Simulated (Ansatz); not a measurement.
A nudged elastic band was laid between two geometries of CH8N2O2Si (14 atoms, charge 0, multiplicity 1).

Level of theory: RKS B3LYP/def2-SVP in Ansatz.

```yaml
movable_images: 9
climbing_image: yes
spring: 5.0 eV/Å²
optimiser: quadratic models (default)
start_path: IDPP
force_threshold: 0.05 eV/Å
iteration_limit: 60
end_points: relaxed
```

First end point:

```xyz
14
Properties=species:S:1:pos:R:3
N 1.244 -1.950 1.031
C 0.929 -0.536 1.102
N 0.516 0.112 -0.141
Si -0.972 0.917 -0.451
O -0.740 2.555 -0.615
O -1.676 0.489 -1.905
H 0.462 -2.462 0.622
H 2.043 -2.110 0.416
H 1.813 -0.024 1.522
H 0.115 -0.402 1.833
H 1.279 0.257 -0.800
H -1.850 0.581 0.702
H -1.331 2.994 -1.240
H -1.845 -0.449 -2.047
```

Last end point:

```xyz
14
Properties=species:S:1:pos:R:3
N 1.455 -1.910 0.554
C 1.019 -0.560 0.887
N 0.452 0.093 -0.271
Si -1.030 0.956 -0.370
O -0.809 2.603 -0.399
O -1.835 0.654 -1.801
H 0.648 -2.514 0.393
H 1.990 -2.317 1.322
H 1.910 -0.021 1.265
H 0.262 -0.506 1.697
H 1.105 0.135 -1.051
H -1.813 0.542 0.824
H -1.404 3.089 -0.982
H -1.963 -0.271 -2.040
```

Task: What changes between the two ends?

Result: No bond is made or broken. The height of N1 over the plane of its neighbours goes from 0.39 to -0.38 Å.

Task: Give the energies along the band, and the barrier.

Result: It converged. The highest image is number 5 of 0 to 10, 0.189 eV above the first end and 0.148 eV above the last; the last end lies 0.041 eV above the first. A vibrational analysis at the climbing image gives one clearly imaginary mode, 605i cm⁻¹: a first-order saddle point.

| image | path coordinate (Å) | energy (eV) | height of N1 over the plane of its neighbours (Å) |
| --- | --- | --- | --- |
| 0 | 0.00 | 0.000 | 0.39 |
| 1 | 0.20 | 0.001 | 0.39 |
| 2 | 0.39 | 0.008 | 0.37 |
| 3 | 0.59 | 0.041 | 0.32 |
| 4 | 0.79 | 0.126 | 0.18 |
| 5 | 0.98 | 0.189 | -0.02 |
| 6 | 1.16 | 0.141 | -0.20 |
| 7 | 1.33 | 0.080 | -0.32 |
| 8 | 1.51 | 0.056 | -0.36 |
| 9 | 1.68 | 0.044 | -0.37 |
| 10 | 1.86 | 0.041 | -0.38 |

Task: What is the geometry of the highest image?

Result: 
```xyz
14
Properties=species:S:1:pos:R:3
N 1.333 -1.943 0.729
C 0.954 -0.586 0.958
N 0.453 0.119 -0.220
Si -1.021 0.982 -0.381
O -0.780 2.625 -0.474
O -1.823 0.643 -1.809
H 0.637 -2.649 0.537
H 2.292 -2.237 0.812
H 1.840 -0.071 1.373
H 0.164 -0.496 1.728
H 1.132 0.156 -0.978
H -1.831 0.617 0.812
H -1.388 3.098 -1.054
H -1.975 -0.289 -2.005
```

Task: What are the harmonic wavenumbers there?

Result: 605i, 44, 71, 145, 204, 218, 247, 275, 324, 403, 430, 555, 782, 783, 804, 830, 860, 920, 935, 956, 1100, 1132, 1156, 1327, 1395, 1443, 1476, 1588, 2236, 2985, 3027, 3565, 3627, 3760, 3868, 3880 cm⁻¹.

Run time: 3.2 min on 2 threads of Arm Neoverse V1 (shared host), peak memory 0.34 GiB.
